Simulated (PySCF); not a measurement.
Cartesian coordinates in Å; atom numbers follow the order of the lines, from 1:
```xyz
16

C    -0.7264    2.1262    0.8543
Si   -0.4451    0.2795    0.4938
Si   -2.1238   -0.8745   -0.5930
Cl    0.0202   -0.5901    2.2952
O     0.9132    0.2025   -0.3881
Si    2.2292   -0.6202   -0.8946
O     2.4860   -1.9278    0.0208
H    -1.5941    2.2698    1.4919
H    -0.8973    2.6784   -0.0649
H     0.1295    2.5754    1.3532
H    -2.6283   -0.1104   -1.7405
H    -3.2697   -1.1138    0.2917
H    -1.7019   -2.1832   -1.1039
H     3.2988    0.3636   -0.7891
H     1.9245   -1.1589   -2.2075
H     2.3776   -1.9075    0.9693
```

Level of theory: GIAO PBE0/pcSseg-1 shieldings, geometry: GFN2-xTB, in PySCF 2.14 (a single conformation, no solvent, no relativistic terms, averaged over atoms made equivalent by symmetry, fast rotation or ring inversion).

Shifts are taken against calculated references (same method and geometry level): $^{13}$C and $^{1}$H and $^{29}$Si vs TMS; $^{35}$Cl against HCl; H2O for $^{17}$O.

| atoms | nucleus | count | Hirshfeld charge | δ (ppm) |
| --- | --- | --- | --- | --- |
| Si6 | $^{29}$Si | 1 | 0.46 | -37.4 |
| C1 | $^{13}$C | 1 | -0.22 | ? |
| H16 | $^{1}$H | 1 | 0.17 | 2.44 |
| H15 | $^{1}$H | 1 | -0.08 | 4.83 |
| H14 | $^{1}$H | 1 | -0.08 | ? |
| H11/H12/H13 | $^{1}$H | 3 | -0.07 | ? |
| Si3 | $^{29}$Si | 1 | 0.21 | -118.2 |
| H8/H9/H10 | $^{1}$H | 3 | 0.05 | 0.61 |
| Cl4 | $^{35}$Cl | 1 | -0.13 | 93 |
| O7 | $^{17}$O | 1 | -0.31 | 54.5 |
| Si2 | $^{29}$Si | 1 | 0.37 | 15.7 |
| O5 | $^{17}$O | 1 | -0.31 | ? |

Task: Fill in the missing shifts.

Result: 
- C1: 11.2 ppm, methyl carbon bonded to Si; an electropositive neighbour leaves it electron-rich and shielded
- H14: 5.13 ppm, hydrogen on a silicon bonded to 2 O
- H11/H12/H13: 3.49 ppm, hydrogen on a silicon bonded to Si
- O5: 112.4 ppm, oxygen bonded to 2 Si

The OH or NH signal is concentration- and solvent-dependent in practice; the value given is the gas-phase one. Shifts are as computed. Against solution values, carbons near 30 ppm lie about +3 ppm off and those near 130 ppm about +5 ppm. Of 1211 compounds with measured shifts, 218 miss one by over three times the rms of a fit or turn the order of signals round; such compounds aren't used in these exercises. Experimental scales use liquid or dissolved standards, which lie at an offset from isolated H2O (liquid H2O: subtract about 36 ppm).
